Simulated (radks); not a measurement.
Co4+, configuration [Ne] 3s1 3p6 3d5 4d1 (not the ground configuration). Calculated with a radial shooting solver on a logarithmic mesh with Libxc functionals: Dirac Kohn-Sham, LDA (Slater exchange, Perdew-Wang correlation), spin-unpolarised, spherical densities, finite nucleus; open shells are shared between the two j in proportion to 2j + 1; Fermi nuclear charge, rms radius 3.7875 fm.

Spin-orbit splittings of the eigenvalues, e(l+1/2) - e(l-1/2), with zeta = 2 splitting/(2l+1) and mean radii in bohr:

shell  occ.  splitting (eV)  zeta (eV)  <r> j=l-1/2  <r> j=l+1/2
2p        6           14.81      9.872       0.2229       0.2260
3p        6           2.046      1.364       0.7724       0.7804
3d        5          0.2704     0.1081       0.8314       0.8341
4p        0          0.3174     0.2116        2.134        2.150
4d        1         0.03799    0.01520        2.666        2.670
